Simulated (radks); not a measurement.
F V, 5 electrons, occupied as [He] 2s1 2p1 3s1 (not the ground configuration). Method: Dirac Kohn-Sham, LDA (Slater exchange, Perdew-Wang correlation), spin-unpolarised, spherical densities, point nucleus; open shells fill j = l - 1/2 first; computed with a radial shooting solver on a logarithmic mesh with Libxc functionals.

Normalised radial functions P(r) = r R(r) (large component), r in bohr:

```
   r/bohr * 2p1/2 (the largest magnitude, 1.12, reaches the edge; | marks zero)
 0.006963 *
 0.008781 *
  0.01099 *
  0.01374 *
   0.0172 *
  0.02169 |*
  0.02713 |*
  0.03394 | *
   0.0428 | *
  0.05355 |  *
    0.067 |    *
  0.08382 |      *
   0.1057 |          *
   0.1322 |              *
   0.1654 |                    *
   0.2086 |                           *
    0.261 |                                   *
   0.3266 |                                           *
   0.4086 |                                                  *
   0.5152 |                                                      *
   0.6446 |                                                      *
   0.8064 |                                                *
    1.017 |                                      *
    1.272 |                         *
    1.592 |              *
    1.991 |      *
    2.511 | *
    3.142 *
    3.931 *
    4.957 *
    6.202 *
```

2p1/2: eigenvalue -112.26 eV, 0 radial nodes, <r> = 0.740 bohr, 90 % of the charge inside 1.20 bohr.
